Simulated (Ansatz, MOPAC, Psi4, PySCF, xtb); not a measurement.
Noncovalent pair: C2H4 (SMILES C=C) (first 6 atoms) with CH3NO (SMILES NC=O); geometry from B3LYP-D3(BJ)/def2-TZVP, rigid monomers moved along the line of their centres of mass till C1···H10 is 2.94 Å.
(charge 0, multiplicity 1):
```tsv
atom	x (Å)	y (Å)	z (Å)
C	0.4519	0.4774	0.7391
C	-0.4232	-0.5141	0.6331
H	1.2096	0.4683	1.5133
H	0.4487	1.3184	0.0556
H	-1.1806	-0.5278	-0.1418
H	-0.3974	-1.3525	1.3186
N	-0.9735	0.4672	4.3078
C	-0.0850	-0.3781	4.8795
O	0.7356	-1.0370	4.2773
H	-0.9779	0.5777	3.3036
H	-1.6282	0.9830	4.8681
H	-0.1791	-0.4133	5.9805
```

```tsv
level	interaction energy (meV)	cost
AM1	-20.8	-
PM7	-82.9	-
GFN1-xTB	-79.4	-
HF/STO-3G (no counterpoise)	-30.3	-
HF/6-31G*	-69.0	-
HF/6-31G* (no counterpoise)	-123.3	-
PBE/def2-TZVPPD	-98.4	×1
PBE-D3(BJ)/def2-TZVPPD	-144.2	×1
BP86/6-31G* (no counterpoise)	-115.8	-
B3LYP/3-21G (no counterpoise)	-168.4	-
B3LYP/6-31G* (no counterpoise)	-142.8	-
B3LYP/6-311+G** (no counterpoise)	-74.0	-
B3LYP/def2-TZVPPD	-69.2	×1
B3LYP-D4/def2-TZVPPD	-132.3	×1
wB97X-V/def2-TZVPPD	-135.6	×3
MP2/6-31G*	-90.6	-
MP2/aug-cc-pVDZ	-121.9	-
SCS-MP2/aug-cc-pVDZ	-103.7	-
CCSD(T)/aug-cc-pVDZ	-117.7	×20
SAPT0/jun-cc-pV(D+d)Z	-118.8	-
```

The rows run from -168.4 (B3LYP/3-21G (no counterpoise)) to -20.8 meV (AM1). The dispersion term adds -45.9 in PBE-D3(BJ), -63.1 in B3LYP-D4. The 3 functionals in def2-TZVPPD without D3 or D4 span 66.4, from wB97X-V to B3LYP.

Counterpoise-corrected where a basis set is named; no monomer relaxation. Rows marked so take none.

Correlated levels freeze the cores. Rows in 3-21G, 6-311+G**, 6-31G*, STO-3G carry no dispersion term and start afresh at each structure (6-31G* with six Cartesian d functions). MP2/6-31G* freezes PySCF's default core. The state that AM1, PM7 reach isn't checked; PM7 holds dispersion and hydrogen-bond terms.

Programs: Ansatz (Gaussian basis) for Hartree–Fock, density functionals and correlated methods; MOPAC for AM1, PM7 (differences of heats of formation); Psi4 for SAPT; PySCF for 3-21G rows, 6-311+G** rows, 6-31G* rows, STO-3G rows, the dispersion terms; xtb for the GFN methods. 

Costs are rough ratios of core time to PBE/def2-TZVPPD (about 13 s over the structures, on one shared machine); a dash marks a level with no comparable run of its own.

Ansatz is an electronic-structure program.
